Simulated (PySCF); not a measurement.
Debugging a PySCF script (MgI)

```python
from pyscf import gto, dft

mol = gto.M(
    atom='Mg 0 0 0; I 0 0 2.478',
    basis='lanl2dz',
    ecp={'Mg': 'lanl2dz', 'I': 'lanl2dz'},
    charge=0,
    spin=1,
    verbose=4,
)
mf = dft.UKS(mol, xc='lda,vwn')
mf.max_cycle = 3
mf.kernel()
mf.dip_moment()
print('orbital energies (hartree):', [e[max(0, n-3):n+3].round(4) for e, n in zip(mf.mo_energy, mol.nelec)])
```

```bash
$ OMP_NUM_THREADS=1 python input.py
```

The log, shortened:

```
[earlier lines left out]
SCF conv_tol = 1e-09
SCF conv_tol_grad = None
SCF max_cycles = 3
direct_scf = True
direct_scf_tol = 1e-13
number electrons alpha = 5  beta = 4
XC library pyscf.dft.libxc version 7.0.0
    S. Lehtola, C. Steigemann, M. J.T. Oliveira, and M. A.L. Marques.,  SoftwareX 7, 1–5 (2018)
XC functionals = lda,vwn
    P. A. M. Dirac.,  Math. Proc. Cambridge Philos. Soc. 26, 376 (1930)
    F. Bloch.,  Z. Phys. 57, 545 (1929)
    S. H. Vosko, L. Wilk, and M. Nusair.,  Can. J. Phys. 58, 1200 (1980)
radial grids:
    Treutler-Ahlrichs [JCP 102, 346 (1995); DOI:10.1063/1.469408] (M4) radial grids

becke partition: Becke, JCP 88, 2547 (1988); DOI:10.1063/1.454033
pruning grids: <function nwchem_prune>
grids dens level: 3
symmetrized grids: False
atomic radii adjust function: <function treutler_atomic_radii_adjust>
small_rho_cutoff = 0
Set gradient conv threshold to 3.16228e-05
tot grids = 40544
init E= -8.71265874732138

cycle= 1 E= -11.8122264330788  delta_E= -3.1  |g|= 0.58  |ddm|= 2.85
cycle= 2 E= -11.9193244271546  delta_E= -0.107  |g|= 0.425  |ddm|= 1.94
cycle= 3 E= -12.2023645914114  delta_E= -0.283  |g|= 0.013  |ddm|= 1.38
SCF not converged.
SCF energy = -12.2023645914114 after 3 cycles  <S^2> = 0.75171367  2S+1 = 2.0017129
Dipole moment(X, Y, Z, Debye):  0.00000,  0.00000, -3.47515
orbital energies (hartree): [array([-0.2451, -0.2451, -0.1718, -0.0753, -0.0753, -0.0139]), array([-0.2869, -0.2401, -0.2401, -0.1402, -0.0513, -0.0513])]
```

Problem. Which setting is at fault, why, and what does a mended input give?

Solution. The cycle limit (3): the limit is below the number of cycles that the SCF needs. With this edit
```diff
- mf.max_cycle = 3
```
the run finishes: E(SCF) = -12.202856 Eh, 8 cycles, ⟨S²⟩ = 0.752, μz(SCF) = -3.02 D.

The bond length is a typed value, not an optimised one. No search for the lowest solution was made.
